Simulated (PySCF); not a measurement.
PBE on Ca⁻ (calcium, charge -1), [Ar] 3d1 4s2, 2D determinant. Computed with PySCF 2.14 in dyall-av2z, with no relativity, point nucleus.

```
cycle= 1 E= -677.290953883434  delta_E= -0.0107  |g|= 0.0546  |ddm|= 0.373
cycle= 2 E= -677.290000337907  delta_E= 0.000954  |g|= 0.0685  |ddm|= 0.409
cycle= 3 E= -677.294348523367  delta_E= -0.00435  |g|= 0.00453  |ddm|= 0.205
cycle= 4 E= -677.294367689506  delta_E= -1.92e-05  |g|= 0.000552  |ddm|= 0.0147
cycle= 5 E= -677.294369661309  delta_E= -1.97e-06  |g|= 0.00017  |ddm|= 0.00383
cycle= 6 E= -677.294369872805  delta_E= -2.11e-07  |g|= 9.1e-05  |ddm|= 0.00177
cycle= 7 E= -677.294369891908  delta_E= -1.91e-08  |g|= 3.14e-06  |ddm|= 0.00052
cycle= 8 E= -677.29436989194  delta_E= -3.15e-11  |g|= 4.74e-07  |ddm|= 3.1e-05
converged SCF energy = -677.29436989194  <S^2> = 0.76184894  2S+1 = 2.011814
```

Highest occupied orbital energy: 2.903 eV; ⟨L²⟩ = 6.04; populations by l: s 7.99, p 12.00, d 1.01.

Can this result be used?

With care. The run converged. The configuration of this anion was assumed by filling the next shell in order. It is not the known or likely ground configuration (Ca⁻, Sr⁻ and Ba⁻, for instance, bind a p electron), so these values are not the electron affinity of the element. At PBE the highest occupied level has a positive energy, so only the finite basis holds that electron.
